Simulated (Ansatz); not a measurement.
Reaction (ligand exchange at a B–S bond): `BSC(=C)Cl` + `N[SiH2][TeH]` → `B[Te][SiH2]N` + `C=C(S)Cl`

Gas-phase electronic energies from Ansatz, PBE0-D4/def2-TZVP geometries. CCSD(T)/CBS is the MP2 limit (def2-TZVPP, def2-QZVPP) plus CCSD(T) − MP2 in def2-TZVPP, frozen cores. Functionals use def2-TZVPP. HSE06 is defined as in plane-wave codes. def2 core potentials past Kr. For Te outer-core shells are correlated without core-valence functions, which leaves a few kJ/mol of doubt a bond. Each species was taken in one conformer, which may not be the lowest.

Is it downhill or uphill in electronic energy at CCSD(T)/CBS, and by how much? (Best estimate.)

Computed: Uphill: ΔE = +24.6 kJ/mol.

What do these levels give: PBE0-D4, r2SCANh-D4, HSE06-D4, CAM-B3LYP-D4, r2SCAN0, RPA@PBE/def2-TZVPP, MP2/def2-TZVPP, SCS-MP2/def2-TZVPP, CCSD/def2-TZVPP, MP2/def2-QZVPP, MP2/CBS(def2), CCSD/CBS(def2)? (Best estimate.)

Ansatz gave: PBE0-D4 29.1, r2SCANh-D4 30.2, HSE06-D4 29.0, CAM-B3LYP-D4 33.3, r2SCAN0 30.1, RPA@PBE/def2-TZVPP 20.1, MP2/def2-TZVPP 23.1, SCS-MP2/def2-TZVPP 24.0, CCSD/def2-TZVPP 25.3, MP2/def2-QZVPP 23.2, MP2/CBS(def2) 23.3, CCSD/CBS(def2) 25.6 kJ/mol.

Largest T1 diagnostic among the species: 0.014.

At CCSD(T), def2-SVP lies +4.1 kJ/mol from the extrapolated value and def2-TZVPP −0.2 kJ/mol. In def2-TZVPP, CCSD(T) changes the Hartree–Fock value by −5.0 kJ/mol (the triples alone add −0.9 kJ/mol) and MP2 by −6.4 kJ/mol.
